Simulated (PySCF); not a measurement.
Molecule: C$_{5}$H$_{7}$, charge 0, multiplicity 2. It need not be the lowest isomer of its formula. 
Structure (B3LYP-D3(BJ)/def2-TZVP (Ansatz) minimum search):
SMILES: [CH]=C/C=C\C
```xyz
12

C      2.4412    -0.1922     0.1573
C      1.1360    -0.3405     0.1768
C      0.1796     0.6710    -0.2711
C     -1.1533     0.5539    -0.2654
C     -1.9665    -0.6140     0.1905
H      3.1592     0.5604    -0.1302
H      0.7298    -1.2778     0.5505
H      0.6121     1.5951    -0.6386
H     -1.7244     1.4011    -0.6332
H     -2.6454    -0.3184     0.9957
H     -2.5937    -0.9868    -0.6246
H     -1.3598    -1.4425     0.5517
```
Charge 0, spin multiplicity 2.

Dispersion corrections to the total energy (kcal/mol) from the dftd3 and dftd4 libraries through PySCF: D3(BJ) without and D4 with the three-body term, each with the damping fitted for the functional named.

```csv
functional,D3(BJ),D4
HSE06,-3.39,-3.86
BP86,-8.22,…
CAM-B3LYP,-4.04,-4.17
r2SCAN,-1.54,-1.29
B2PLYP,-4.14,…
PW6B95,-2.53,…
B2GP-PLYP,-2.99,-2.09
```

Problem. Fill in the missing entries.

Solution. 
- BP86, D4: -6.51
- B2PLYP, D4: -3.49
- PW6B95, D4: -4.32
